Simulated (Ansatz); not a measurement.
Rb₃⁻, relaxed as a singlet with RKS PBE0/def2-TZVPD in Ansatz, starting from the GFN2-xTB geometry. Force threshold 0.02 eV/Å.

In the def2 sets Rb takes a core potential; there is no spin–orbit coupling. The structure comes from a short search, and lower isomers may exist.

Start:

```xyz
3

Rb   -2.7991    0.2792    2.7464
Rb    0.7837   -0.6557    0.6094
Rb    2.0154    0.3765   -3.3558
```

Question: Estimate the energy that the relaxation releases and the steps that it takes.

Answer: 0.12 eV, in 9 steps; 7.5 s on 4 threads of Intel Xeon 6975P-C on a shared host. The force fell under the threshold at step 7, but the optimiser went on and released 0.006 eV more. No frequencies were taken in this run, so the end may be a saddle point.

Question: Does the start keep its bonding and symmetry?

Answer: By distances, no bond broke or formed. The bond that changes most is Rb1–Rb2, from 4.28 to 4.69 Å (atoms count from 1). Point group C2v at the start, D∞h at the end, both within 0.05 Å; within 0.015 Å the end is C∞v.

Question: Predict the relaxed structure.

Answer: 
```tsv
atom	x (Å)	y (Å)	z (Å)
Rb1	-2.909	-0.055	3.678
Rb2	0.009	-0.007	0.007
Rb3	2.900	0.062	-3.685
```
Bond lengths (bridged metal pairs left out): 2 × Rb–Rb 4.69 Å.
